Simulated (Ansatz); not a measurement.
Reaction (ligand exchange at the Sn–N bond): `[NH2][Sn][F]` + HBr → `[F][Sn][Br]` + NH₃

Gas-phase electronic energies from Ansatz, PBE0-D4/def2-TZVP geometries. CCSD(T)/CBS adds triple-zeta CCSD(T) − MP2 to the extrapolated MP2 energy (def2 sets, frozen cores). This one scheme is used for every species. Functionals use def2-TZVPP. B3LYP here is the variant with VWN-RPA as its local correlation; programs differ in this. HSE06 is defined as in plane-wave codes. def2 core potentials past Kr. For Br, Sn outer-core shells are correlated without core-valence functions, which leaves a few kJ/mol of doubt a bond. Scalar relativity is left out up to krypton. One conformer a species, not always the lowest.

Task: Is it downhill or uphill in electronic energy at CCSD(T)/CBS, and by how much? (An estimate is asked.)

Result: The calculation gave: Downhill: ΔE = -102.7 kJ/mol.

Task: What do these levels give: PBE-D4, revPBE-D4, BLYP-D4, CAM-B3LYP-D4, B3LYP, r2SCANh, HSE06, HF/def2-TZVPP, MP2/def2-TZVPP, CCSD/def2-TZVPP, CCSD(T)/def2-TZVPP, MP2/CBS(def2)? (An estimate is asked.)

Result: Ansatz gave: PBE-D4 -104.9, revPBE-D4 -103.8, BLYP-D4 -103.2, CAM-B3LYP-D4 -99.5, B3LYP -106.3, r2SCANh -105.7, HSE06 -108.5, HF/def2-TZVPP -114.1, MP2/def2-TZVPP -97.5, CCSD/def2-TZVPP -96.2, CCSD(T)/def2-TZVPP -94.5, MP2/CBS(def2) -105.7 kJ/mol.

Task: What do rigid-rotor, harmonic-oscillator terms from PBE0-D4/def2-TZVP frequencies (298.15 K, 1 bar) make of the CCSD(T)/CBS value? (Best estimate.)

Result: Computed: ΔZPE = +11.0 kJ/mol, ΔH = -91.3 kJ/mol, ΔS = 7 J/(mol·K), ΔG = -93.5 kJ/mol.

Largest T1 diagnostic among the species: 0.017.

At CCSD(T), def2-SVP lies +5.8 kJ/mol from the extrapolated value and def2-TZVPP +8.2 kJ/mol. From r2SCAN to r2SCAN0 (25 % exact exchange), in def2-TZVPP and without D4, ΔE moves by −3.1 kJ/mol. Leaving LDA and LC-ωPBE aside and taking each functional with its dispersion term where it has one, the values, not all of them listed here, spread over 11.6 kJ/mol, from BHLYP-D4 to CAM-B3LYP-D4. LDA lies +10.8 kJ/mol from PBE without D4.
